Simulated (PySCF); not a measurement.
**Working out the electron affinity of Sn**

Sn⁻ [Kr] 4d10 5s2 5p3 (4S) → Sn [Kr] 4d10 5s2 5p2 (3P). All numbers are calculated (PySCF 2.14, a scalar-relativistic core potential, in aug-cc-pVTZ-PP with one added diffuse shell each of d, f type with ECP28MDF (6s5p5d3f, 67 functions)). Frozen: 4s2 4p6 4d10. Energies in hartree (1 hartree = 27.21139 eV):

```csv
part,Sn⁻ (lower),Sn (upper)
UHF,-213.375479,-213.340272
MP2 opposite-spin,-0.041511,-0.036025
MP2 same-spin,-0.017040,-0.007631
```

**Question.** What does Hartree-Fock give?

**Answer.** (-213.340272) − (-213.375479) = 0.035207 hartree = 0.958 eV.

**Question.** What do MP2 and SCS-MP2 (6/5 opposite-spin, 1/3 same-spin) give?

**Answer.** The opposite-spin parts differ by 0.149 eV and the same-spin parts by 0.256 eV. MP2: 0.958 + (0.149) + (0.256) = 1.363 eV. SCS-MP2: 0.958 + 1.2 × (0.149) + (0.256)/3 = 1.222 eV.

Reference: 1.112 eV (measured; photodetachment measurements, as compiled on the Wikipedia data page of electron affinities), between the lowest levels; spin-orbit coupling is absent from the calculation.

What remains against the reference includes basis incompleteness, the frozen core and correlation beyond second order.
